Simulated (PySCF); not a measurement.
# Correlation energy of N⁺ (nitrogen, charge +1)

[He] 2s2 2p2, high-spin 3P determinant. All numbers are calculated (PySCF 2.14, the non-relativistic Hamiltonian (point nucleus), in dyall-av2z (11s7p2d, 42 functions)). Frozen: 1s2; 4 electrons correlated; the 8 highest virtual orbitals of each spin left out.

```json
{"level": "CCSD", "correlation energy (mhartree)": "-85.54"}
{"level": "(T)", "correlation energy (mhartree)": "-1.08"}
{"level": "CCSD(T)", "correlation energy (mhartree)": "-86.62"}
{"level": "CCSDT", "correlation energy (mhartree)": "-86.88"}
```

Diagnostics: T1 = 0.0064, D1 = 0.0125, largest double amplitude 0.120.

Cost of the coupled-cluster step: roughly 0.4 core-seconds, for 4 correlated electrons.
